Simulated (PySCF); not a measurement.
## Structure revision by computed shifts

A compound C5H12OSi2 gives the data below (simulated from a calculation) and was assigned the structure `CC#C[SiH2][SiH2]OCC`.

13C{1H} NMR (computed): δ 111.0 (C), 88.7 (C), 5.9 (CH3), 3.0 (CH3), 0.3 (CH3).

1H NMR (400 MHz, computed): δ 5.26 (m, 1H), 5.22 (m, 1H), 5.14 (q, 1H), 2.07 (s, 3H), 0.39 (m, 3H), 0.30 (d, 3H).

Method: shieldings: GIAO PBE0/pcSseg-1, structure optimised with GFN2-xTB, in PySCF 2.14.0 with density-fitted response routines (in vacuum, averaged over atoms made equivalent by symmetry, fast rotation or ring inversion, relativity neglected, one computed conformer).

Referencing at the same level of theory: 1H (σref 31.72) and 13C (σref 186.93) vs TMS.

Question: Compare with the shifts computed for the proposed structure, pairing carbons in order of shift.

Answer: Numbering as in the mapped SMILES `[CH3:1][C:2]#[C:3][SiH2:4][SiH2:5][O:6][CH2:7][CH3:8]`. Each H is labelled by its parent atom.

```json
{"atom": "C2", "computed for proposal": "115.1", "given list": "111.0", "difference": "+4.1"}
{"atom": "C3", "computed for proposal": "78.2", "given list": "88.7", "difference": "-10.5"}
{"atom": "C7", "computed for proposal": "65.0", "given list": "5.9", "difference": "+59.1"}
{"atom": "C8", "computed for proposal": "18.1", "given list": "3.0", "difference": "+15.1"}
{"atom": "C1", "computed for proposal": "6.2", "given list": "0.3", "difference": "+5.9"}
```

The rms difference is 27.9 ppm and the largest +59.1 ppm at C7 (sp3 CH2 bonded to O). The carbon types in order of shift don't match either: C, C, CH2, CH3, CH3 for the proposal against C, C, CH3, CH3, CH3 in the data. The proposal doesn't fit.

Question: Which isomer fits?

Answer: SMILES CC#C[Si@H](C)O[SiH2]C.

- Carbon types of the structure: 2 × C, 3 × CH3, leaving 3 H on heteroatoms.
- δC 111.0, 88.7: alkyne carbon.
- δC 5.9: propargylic methyl carbon; a saturated carbon with 1 carbon neighbour and no heteroatom attached.
- δC 3.0, 0.3: methyl carbon bonded to Si; an electropositive neighbour leaves it electron-rich and shielded.
- δH 0.39, 0.30: hydrogen on a methyl carbon bonded to Si; an electropositive neighbour shields it, as in TMS itself.

Other isomers checked: C1C[C@@H]2[SiH2]O[SiH2][C@@H]2C1 (rms 47.4 ppm).

The data come from this structure; uniqueness wasn't tested.

Shifts are as computed. Against solution values, carbons near 30 ppm lie about +3 ppm off and those near 130 ppm about +5 ppm. Of 1211 compounds with measured shifts, 218 miss one by over three times the rms of a fit or turn the order of signals round; such compounds aren't used in these exercises. No couplings were computed; multiplicities are counted from neighbouring protons, with m where these are inequivalent, close in shift, in a saturated or five-membered ring or joined by F or P, and br s for small geminal =CH2 splittings.
